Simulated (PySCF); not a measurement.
NMP (C5H9NO), SMILES CN1CCCC1=O. Geometry optimised at PBE-D3(BJ)/def2-SVP. One conformer was computed; it need not be the lowest.

Give the equilibrium geometry at PBE-D3(BJ)/def2-SVP (PySCF confirms it by a frequency run) as Cartesian coordinates in Å. (An estimate is asked for; the answer gives what the named calculation found.)

This is not unique; one that fits is 
```xyz
16

C      2.1177    -0.1138     0.0682
N      0.7049     0.1190    -0.0848
C      0.1527     0.9929    -1.1041
C     -1.3341     1.1051    -0.7060
C     -1.6114    -0.2068     0.0387
C     -0.2445    -0.6260     0.5918
O     -0.0089    -1.4756     1.4412
H      2.6579     0.8203     0.3360
H      2.5708    -0.5201    -0.8642
H      2.2420    -0.8555     0.8813
H      0.2803     0.5504    -2.1229
H      0.6711     1.9763    -1.1111
H     -1.4663     1.9647    -0.0177
H     -1.9904     1.2745    -1.5808
H     -2.3543    -0.1329     0.8550
H     -1.9566    -1.0149    -0.6426
```
